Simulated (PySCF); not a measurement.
CH$_{5}$Si, doublet, geometry from GFN2-xTB. Base run: DF-B3LYP/STO-3G (PySCF).

Input for PySCF:
```python
from pyscf import gto, scf, dft

mol = gto.Mole()
mol.atom = '''
    C    -0.009619    0.085584   -1.207927
    Si    0.006934    0.023373    0.684427
    H    -0.034321   -0.918997   -1.628565
    H    -0.879928    0.618393   -1.581170
    H     0.874747    0.582172   -1.597709
    H    -1.215595   -0.536052    1.247971
    H     1.215737   -0.586242    1.225054
'''
mol.basis = 'sto-3g'
mol.charge = 0
mol.spin = 1
mol.verbose = 3
mol.build()

mf = dft.UKS(mol)
mf.xc = 'b3lyp'
mf = mf.density_fit(auxbasis='def2-universal-jkfit')
mf.kernel()
mf.analyze()
```

The base run was repeated with changes; each row names its change, and settings that it needs were set with it.

```
change               basis functions      E (Eh)  HOMO (eV)  dipole (D)
-------------------  ---------------  ----------  ---------  ----------
base                              19  -326.71639      -2.48        0.27
basis = pcseg-0                   32  -330.12131      -5.55        0.55
basis = 3-21G                     32  -328.81809      -5.35        0.76
basis = def2-SV(P)                42  -330.44236      -5.38        0.78
basis = 6-31G*                    42  -330.55474      -5.31        0.85
basis = cc-pVDZ                   57  -330.57150      -5.35        0.83
basis = def2-SVP                  57  -330.45406      -5.37        0.79
basis = 6-31G**                   57  -330.56188      -5.32        0.84
basis = 6-311G**                  74  -330.59832      -5.43        0.76
basis = aug-pcseg-1               95  -330.56112      -5.46        0.83
basis = def2-TZVPD               125  -330.60492      -5.43        0.84
basis = pc-2                     134  -330.61508      -5.45        0.77
basis = def2-TZVPP               143  -330.60634      -5.43        0.83
```

Totals compare only among sets that treat the same electrons; sets with core potentials leave the core out.

Open shells are given as the SCF converged; they aren't shown to be the lowest states, and a large step between rows can be another state.
